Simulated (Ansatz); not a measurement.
Calculated with Ansatz (gas phase, PBE0-D4/def2-TZVP geometries, no zero-point term in ΔE). CBS: MP2 limit from def2 TZ/QZ plus the TZ coupled-cluster correction, frozen cores. This one scheme is used for every species. DFT in def2-TZVPP. Each species was taken in one conformer, which may not be the lowest.

`C=C[SiH2][S][AlH2]` + `O[SiH3]` → `C=C[SiH2][SiH2]O` + `[AlH2][SH]`  (formal exchange of groups at the Si–S bond)

`C=C[SiH2][S][AlH2]`:

```xyz
12

C    -0.504   -1.589    0.957
C    -0.656   -0.327    1.344
Si   -0.845    1.119    0.189
S    -0.581    0.532   -1.850
Al    1.589    0.309   -1.823
H    -0.402   -2.403    1.669
H    -0.486   -1.863   -0.095
H    -0.678   -0.114    2.413
H    -2.214    1.689    0.296
H     0.128    2.179    0.564
H     2.258   -0.240   -3.144
H     2.391    0.707   -0.520
```

`O[SiH3]`:

Z-matrix (Å, degrees):
```
Si
O 1 1.648
H 1 1.489 2 111.7
H 1 1.489 2 111.7 3 120.9
H 1 1.481 2 105.9 3 -119.6
H 2 0.957 1 117.9 3 -60.5
```

`C=C[SiH2][SiH2]O`:

Cartesian coordinates in Å:
```
C 0.371 1.307 -2.192
C 0.835 0.696 -1.106
Si 0.072 0.876 0.582
Si -0.801 -1.173 1.307
O 0.453 -2.254 1.244
H -0.482 1.979 -2.151
H 0.820 1.164 -3.171
H 1.690 0.030 -1.213
H -1.029 1.878 0.514
H 1.083 1.344 1.572
H -1.926 -1.610 0.428
H -1.355 -1.076 2.691
H 0.269 -3.161 1.494
```

`[AlH2][SH]`:

Z-matrix (Å, degrees):
```
Al
S 1 2.181
H 1 1.579 2 116.5
H 1 1.581 2 118.9 3 -180.0
H 2 1.344 1 93.7 3 180.0
```

| level | ΔE (kJ/mol) |
| --- | --- |
| PBE-D4 | 61.2 |
| PBE0 | 62.9 |
| HF/def2-TZVPP | 74.0 |
| CCSD/def2-TZVPP | 70.4 |

(1) What does CCSD(T)/CBS give? (Estimate.)

Largest T1 diagnostic among the species: 0.012.

Results:

(1) The calculation gave: +75.0 kJ/mol. The listed levels differ from it by -13.8, -12.1, -1.0, -4.6 kJ/mol.

The D4 term adds +7.3 kJ/mol with B3LYP and +3.8 kJ/mol with PBE0; it sums over pairs of atoms, weighted by their polarisabilities, and B3LYP, whose exchange is more repulsive, gets the larger term. From PBE to PBE0 (25 % exact exchange), in def2-TZVPP and without D4, ΔE moves by +6.0 kJ/mol.

B3LYP here is the variant with VWN-RPA as its local correlation; programs differ in this.
